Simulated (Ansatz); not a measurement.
Isolated molecules relaxed with PBE0-D4/def2-TZVP in Ansatz; ΔE leaves out vibrations. CCSD(T)/CBS is the MP2 limit (def2-TZVPP, def2-QZVPP) plus CCSD(T) − MP2 in def2-TZVPP, frozen cores. DFT in def2-TZVPP. For Se outer-core shells are correlated without core-valence functions, which leaves a few kJ/mol of doubt a bond. Scalar relativity is left out up to krypton. One conformer a species, not always the lowest.

Consider the formal exchange of groups at a C–O bond: `FCO[SiH2][SeH]` + `COC` → `COCCF` + `O[SiH2][SeH]`.

`FCO[SiH2][SeH]`:

Cartesian coordinates in Å:
```
F 0.845 -1.844 0.983
C 0.266 -0.666 1.396
O 0.679 0.375 0.601
Si 0.411 0.508 -1.025
Se -1.758 0.122 -1.587
H 0.599 -0.471 2.418
H -0.819 -0.808 1.342
H 0.812 1.894 -1.342
H 1.179 -0.493 -1.798
H -2.214 1.383 -0.988
```

`COC`:

Z-matrix (Å, degrees):
```
C
O 1 1.399
H 1 1.090 2 107.7
H 1 1.100 2 111.6 3 119.4
H 1 1.100 2 111.6 3 -119.4
C 2 1.399 1 112.1 3 -180.0
H 6 1.100 2 111.6 1 60.6
H 6 1.090 2 107.7 1 -179.9
H 6 1.100 2 111.6 1 -60.5
```

`COCCF`:

```xyz
12

C    -1.600    0.054   -0.504
O    -0.342   -0.130   -1.108
C     0.658   -0.591   -0.243
C     1.272    0.472    0.630
F     0.421    0.837    1.662
H    -2.309    0.264   -1.306
H    -1.921   -0.855    0.024
H    -1.603    0.886    0.207
H     0.284   -1.409    0.391
H     1.453   -0.995   -0.878
H     1.491    1.370    0.044
H     2.197    0.096    1.081
```

`O[SiH2][SeH]`:

Z-matrix (Å, degrees):
```
Si
Se 1 2.282
O 1 1.641 2 113.4
H 1 1.477 2 107.8 3 116.2
H 1 1.484 2 106.6 3 -123.6
H 2 1.468 1 92.5 3 97.5
H 3 0.959 1 117.7 2 -46.2
```

```
             level  ΔE (kcal/mol)
           PBE0-D4           -5.2
            B2PLYP           -5.0
    MP2/def2-TZVPP           -5.8
SCS-MP2/def2-QZVPP           -5.6
```

(1) What does CCSD(T)/CBS give? (Estimate.)

Largest T1 diagnostic among the species: 0.011.

Results:

(1) Ansatz gave: -6.0 kcal/mol. The listed levels differ from it by 0.8, 1.0, 0.2, 0.4 kcal/mol.

In def2-TZVPP, CCSD(T) changes the Hartree–Fock value by −1.6 kcal/mol (the triples alone add +0.0 kcal/mol) and MP2 by −2.1 kcal/mol.
